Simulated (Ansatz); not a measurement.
F2Sn (SMILES [F][Sn][F]) moved off its minimum; all values from Ansatz (a first-principles code), cores frozen in correlated methods. Elements past Kr take the def2 small-core potentials, without spin–orbit coupling.
(charge 0, multiplicity 1)
```xyz
3

Sn     0.0171     0.0707     0.3096
F      0.6390     1.2667    -1.0381
F     -0.8658    -1.2246    -0.8234
```

Give the forces (eV/Å), the total energy and the dipole at CCSD(T)/def2-TZVPPD.


```
atom      Fx      Fy      Fz
----  ------  ------  ------
Sn1   -0.165  -0.388   0.888
F2     0.217   0.444  -0.676
F3    -0.051  -0.056  -0.211
```
Energy -413.0265 hartree, dipole 3.39 D.
